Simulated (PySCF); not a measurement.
These compounds are isomers of formula C6H10F2Si.

A. SMILES C=C(C)[C@H]([SiH3])/C(F)=C\F
B. SMILES C/C=C1\C[SiH2][C@H]1C(F)F
C. SMILES F/C=C(/F)[C@@H]([SiH3])C1CC1

Spectrum 1. 13C{1H} NMR (computed): δ 141.1 (C), 131.6 (CH), 125.2 (CH), 44.1 (CH), 17.1 (CH3), 16.8 (CH2).

Spectrum 2. 13C{1H} NMR (computed): δ 168.2 (C), 154.1 (C), 147.3 (CH), 117.8 (CH2), 33.4 (CH), 28.2 (CH3).

Spectrum 3. 13C{1H} NMR (computed): δ 168.4 (C), 147.3 (CH), 31.4 (CH), 13.2 (CH), 9.3 (CH2), 8.1 (CH2).

PySCF 2.14.0 with density-fitted response routines calculation with geometry from GFN2-xTB and NMR shieldings at PBE0/pcSseg-1/GIAO; equivalent nuclei averaged, a single conformation, isolated molecule, non-relativistic Hamiltonian.

Scale: 13C vs TMS (reference shieldings calculated alike). Splittings of carbon signals by F and P are missing where no couplings were computed. Shifts are as computed. Against solution values, carbons near 30 ppm lie about +3 ppm off and those near 130 ppm about +5 ppm. Of 1211 compounds with measured shifts, 218 miss one by over three times the rms of a fit or turn the order of signals round; such compounds aren't used in these exercises.

Task: Match each spectrum to its structure.

Result: 1–B, 2–A, 3–C.

- Spectrum 1 (B): 6 13C signals; δC 141.1 is a fully substituted alkene carbon; δC 131.6 is an alkene CH.
- Spectrum 2 (A): 6 13C signals; δC 154.1 is a fully substituted alkene carbon; δC 147.3 is an alkene CH.
- Spectrum 3 (C): 6 13C signals; δC 147.3 is an alkene CH; δC 13.2 is a three-membered-ring carbon.
